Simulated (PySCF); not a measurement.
C₃H₄O, SMILES O=C1CC1. Heavy atoms are numbered as in [O:1]=[C:2]1[CH2:3][CH2:4]1. Hydrogens are named by the atom that carries them.

Geometry: B3LYP-D3(BJ)/def2-SVP.

Calculation: PBE/pcSseg-1 (PySCF).

GIAO shieldings, no solvent; atoms alike by connectivity are averaged. δ = σ(ref) − σ: ¹⁷O against H2O (σ = 334.3 ppm); ¹³C against TMS (σ = 182.0 ppm); ¹H against TMS (σ = 31.49 ppm), references at their B3LYP-D3(BJ)/def2-TZVP geometries, non-relativistic.

```
nucleus     atoms  count  δ (ppm)
-------  --------  -----  -------
¹⁷O            O1      1    646.2
¹³C            C2      1    215.7
¹³C      C3 (CH2)      2      7.2
¹H        H on C3      4     1.70
```
